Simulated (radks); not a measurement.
The numbers below are computed, except where a source is named.
Removal energies from the lead ion Pb8+, [Xe] 4f14 5d(3/2: 4, 5/2: 2), by Delta-SCF beside the eigenvalue of the level emptied. Code: a radial shooting solver on a logarithmic mesh with Libxc functionals. Model: Dirac Kohn-Sham, relativistic LDA (MacDonald-Vosko exchange, VWN5 correlation), spin-unpolarised, spherical densities, finite nucleus; Fermi nuclear charge, rms radius of each element as measured or else 0.836 A^(1/3) + 0.57 fm. Sub-shells are occupied by j as written (lower j first in brackets).

removed from                                       final configuration  Delta-SCF (eV)  -eigenvalue (eV)
5d5/2                                     [Xe] 4f14 5d(3/2: 4, 5/2: 1)          139.78            130.31
5d3/2                                     [Xe] 4f14 5d(3/2: 3, 5/2: 2)          143.38            133.72
5p3/2         [Kr] 4d10 4f14 5s2 5p(1/2: 2, 3/2: 3) 5d(3/2: 4, 5/2: 2)          205.98            195.14
5p1/2         [Kr] 4d10 4f14 5s2 5p(1/2: 1, 3/2: 4) 5d(3/2: 4, 5/2: 2)          230.54            219.01
